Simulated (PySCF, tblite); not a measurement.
Calculations on `c1c[c]cc(c1)/C=N/C` [radical], in the order of a workflow; each names the level of the geometry that it ran on. Settings lines and outputs come from a driver script.

Compound: C₈H₈N (doublet state).
SMILES with atom numbers: `[CH3:1]/[N:2]=[CH:3]/[c:4]1[cH:5][c:6][cH:7][cH:8][cH:9]1` (hydrogens: H10, H11, H12 on C1; H13 on C3; H14 on C5; H15 on C7; H16 on C8; H17 on C9)

Step 1: GFN2-xTB geometry optimisation, gas phase (tblite 0.8.0) (from a force-field or distance-geometry start)
```json
{"job": {"kind": "relax", "xc": "GFN2-xTB", "basis": "xTB"}, "charge": 0, "multiplicity": 2}
```
```
step      E/eV     max force
  0    -652.53095    2.987
  1    -652.73804    2.196
  2    -652.79681    0.849
...
 98    -652.93044    0.016
 99    -652.93048    0.015
100    -652.93051    0.014
101    -652.93054    0.010
102    -652.93055    0.008
```

Energy lowered by 9.2 kcal/mol over 102 steps; largest atomic force 0.008 eV/Å at the end. «max force» is the largest atomic force in eV/Å.

Hardware: one thread, Arm Neoverse V1 (aarch64), no GPU (shared host). Cost: 0.65 s.

Step 2: GFN2-xTB harmonic vibrations, gas phase (tblite 0.8.0) (on the GFN2-xTB geometry)
```json
{"job": {"kind": "ir", "xc": "GFN2-xTB", "basis": "xTB"}, "charge": 0, "multiplicity": 2}
```
```
(table of modes left out)
```

45 modes from 75 to 3096 cm⁻¹ (unscaled, harmonic); zero-point energy 82.8 kcal/mol; all wavenumbers are real at this level.

Time: 0.55 s of wall time. Hardware: one thread, Arm Neoverse V1 (aarch64), on a shared host.

Step 3: UKS B3LYP, pcH-1 on C H N, non-relativistic, mean-field spin-orbit, GIAO (PySCF 2.14.0) (on the GFN2-xTB geometry)
```json
{"job": {"kind": "epr", "basis": "pcH-1"}, "charge": 0, "multiplicity": 2}
```
```
...
E = -364.34333617 Eh   <S^2> = 0.7567 (exact 0.7500)
g shifts (ppm)      1          2          3
  rmc          -165       -165       -165
  gc             29         11        -35
  oz_so        -645        -24        983
  total        -780       -177        783
hyperfine (MHz)  atom isotope    a_iso     a_fc   dipolar eigenvalues
    0   13C       0.45       0.45     -0.14     -0.13      0.27
    1   14N       0.41       0.41     -0.33     -0.09      0.42
    2   13C       6.66       6.66     -1.61     -0.67      2.27
    3   13C      44.57      44.57     -6.80     -3.07      9.87
    4   13C      19.81      19.81    -14.12     -1.57     15.69
    5   13C     402.17     402.17    -78.73    -62.66    141.39
    6   13C      17.33      17.33    -13.63     -2.54     16.17
    7   13C      48.54      48.54     -6.23     -2.15      8.38
    8   13C      -7.52      -7.52     -5.92      2.12      3.80
    9    1H       0.86       0.86     -0.42     -0.36      0.78
   10    1H      -0.00      -0.00     -0.43     -0.33      0.76
   11    1H       0.88       0.88     -0.42     -0.36      0.78
   12    1H       9.88       9.88     -1.09     -0.65      1.74
   13    1H      62.68      62.68     -6.87     -5.78     12.65
   14    1H      53.40      53.40     -6.88     -5.68     12.56
...
```

⟨S²⟩ 0.757; g_iso 2.0023. rmc, gc and oz_so are the mass-correction, gauge-correction and orbital-Zeeman/spin–orbit parts of the g shift along its three principal axes; a_iso is the isotropic hyperfine coupling and a_fc its Fermi-contact part. The log counts atoms from 0, this text from 1.

The run took 88 s wall (grids of density and orbitals included) on one thread of an Arm Neoverse V1, shared host with 32 logical CPUs at a one-minute load of 10, and the process peaked at 1.1 GiB of memory.

Geometry of the electronic-property runs (GFN2-xTB):
```
atom  x, y, z in Å
C1     3.3322   -0.1761    0.0524
N2     2.0060    0.2938    0.2702
C3     1.0145   -0.4587    0.0714
C4    -0.3518   -0.0106    0.2831
C5    -0.6047    1.3014    0.7224
C6    -1.8984    1.6666    0.9072
C7    -2.9813    0.8586    0.7018
C8    -2.7312   -0.4413    0.2639
C9    -1.4312   -0.8635    0.0599
H10    3.8908   -0.0667    0.9834
H11    3.3823   -1.2218   -0.2840
H12    3.8041    0.4676   -0.6918
H13    1.1228   -1.5008   -0.2732
H14    0.2357    1.9553    0.8927
H15   -3.9928    1.1968    0.8686
H16   -3.5584   -1.1143    0.0880
H17   -1.2458   -1.8744   -0.2765
```

 (This holds for the electronic-property runs.)

One conformer stands for the species.
